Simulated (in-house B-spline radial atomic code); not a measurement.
Radial electron density of the osmium ion Os³⁺, [Xe] 4f14 5d4 9s1. Level of theory: Dirac-Hartree-Fock, average of configuration, Fermi nucleus of rms radius 5.4126 fm; calculated with a B-spline radial code for spherical atoms.

Columns: r (bohr), 4πr²n(r) (electrons per bohr), bar.

```
0.000565    3.637 #
0.000729    5.439 ##
 0.00094    8.058 ###
 0.00121    11.79 ####
 0.00156    17.08 #####
 0.00202    24.49 ########
  0.0026    34.14 ###########
 0.00336    46.62 ###############
 0.00433    61.37 ###################
 0.00559    77.61 ########################
  0.0072    92.91 #############################
 0.00929    104.4 #################################
   0.012    108.8 ##################################
  0.0155    105.2 #################################
  0.0199    98.28 ###############################
  0.0257    96.77 ##############################
  0.0332    108.8 ##################################
  0.0428    129.5 #########################################
  0.0552      140 ############################################
  0.0712    127.2 ########################################
  0.0919    109.7 ##################################
   0.119    116.7 #####################################
   0.153    129.4 #########################################
   0.197    106.8 ##################################
   0.254     71.9 #######################
   0.328    73.32 #######################
   0.423    80.86 #########################
   0.546    57.96 ##################
   0.704     31.1 ##########
   0.909    19.66 ######
    1.17    13.71 ####
    1.51    7.259 ##
    1.95    2.682 #
    2.52   0.6672 
    3.25    0.129 
    4.19  0.04348 
     5.4 0.004822 
    6.97   0.0721 
    8.99 0.0001381 
    11.6    0.126 
      15  0.09468 
    19.3 0.008722 
    24.9 9.432e-05 
    32.1 8.549e-08 
    41.4 3.948e-12
```

On this grid the curve has 6 maxima, near 0.012, 0.0552, 0.153, 0.423, 6.97, 11.6 bohr.

The 5d5/2 radial function P(r) = rR(r), positive near the nucleus, with its small component Q(r) (sign convention: Q ≈ (P' + κP/r)/2c):

| r (bohr) | P | Q |
| --- | --- | --- |
| 0.0072 | 0.001128 | -0.0001036 |
| 0.012 | 0.004519 | -0.0004117 |
| 0.0199 | 0.01655 | -0.001493 |
| 0.0332 | 0.05421 | -0.004844 |
| 0.0552 | 0.1427 | -0.01273 |
| 0.0919 | 0.2607 | -0.02414 |
| 0.153 | 0.2084 | -0.02592 |
| 0.254 | -0.1984 | -0.004865 |
| 0.423 | -0.3952 | 0.01417 |
| 0.704 | 0.246 | 0.005006 |
| 1.17 | 0.8752 | -0.006828 |
| 1.95 | 0.6585 | -0.005627 |
| 3.25 | 0.1613 | -0.001291 |
| 5.4 | 0.007492 | -5.729e-05 |
